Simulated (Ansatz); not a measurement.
Gas-phase reaction in SMILES: [CH2][Si@H](Cl)N[SiH3] → C[Si@H](Cl)[N][SiH3]
Each molecule is optimised on its own at B3LYP-D3(BJ)/def2-TZVP (Ansatz, an electronic-structure program), one conformer each, not searched for the lowest.

Wanted: isomerisation energy (electronic energy difference), in kcal/mol. Valence correlation only, unless marked. Open shells are spin-unrestricted. No spin-orbit coupling. Non-relativistic. CBS(X,Y): correlation extrapolated as X^-3; Hartree-Fock from the larger set.

```tsv
level	program	isomerisation energy (kcal/mol)
r2SCAN0/def2-TZVPD	Ansatz	?
B2GP-PLYP-D4/def2-TZVPD	Ansatz + dftd4	8.6
B2PLYP-D3(BJ)/def2-TZVPD	Ansatz + dftd3	7.9
SCS-MP2/6-31G	Ansatz	14.1
CCSD/6-31G*	Ansatz	6.2
CCSD(T)/CBS(cc-pV(T+d)Z,cc-pV(Q+d)Z)	Ansatz	?
```

Q: Complete the blanks.

A: 
- r2SCAN0/def2-TZVPD, isomerisation energy (kcal/mol): 7.6
- CCSD(T)/CBS(cc-pV(T+d)Z,cc-pV(Q+d)Z), isomerisation energy (kcal/mol): 9.3
